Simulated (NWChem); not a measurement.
C$_{4}$H$_{4}$ClF; SMILES C=C(Cl)/C=C\F

```xyz
10

C      1.1267     1.9651     0.0000
C      0.4722     0.7941     0.0000
Cl    -1.2663     0.7988     0.0000
C      1.1566    -0.4909     0.0000
C      0.6741    -1.7393     0.0000
F     -0.6044    -2.0674     0.0000
H      0.5911     2.9149     0.0000
H      2.2188     1.9795     0.0000
H      2.2479    -0.4266     0.0000
H      1.3311    -2.6143     0.0000
```
Atoms are numbered in this order, from 1.

Results from NWChem. All runs use the structure optimised with PBE0/def2-SVP. Level PBE/def2-SVP: energy and gradient on several grids; changes count from the extra-fine grid, which is no exact limit either.

Q: Which is the coarsest grid (xfine; coarse; fine; medium; xcoarse) from which on the energy stays within 500 μHa and each gradient component within 500 μHa/bohr of xfine?

A: coarse.
```
grid     size of the energy change (μHa)  largest change of a gradient component (μHa/bohr)  time, medium = 1 (rough)
-------  -------------------------------  -------------------------------------------------  ------------------------
xcoarse                             5000                                               3000                   about 1
coarse                               100                                                300                   about 1
medium                              < 10                                               < 30                   about 1
fine                                < 10                                               < 30                   about 1
xfine                               < 10                                               < 30                         2
```
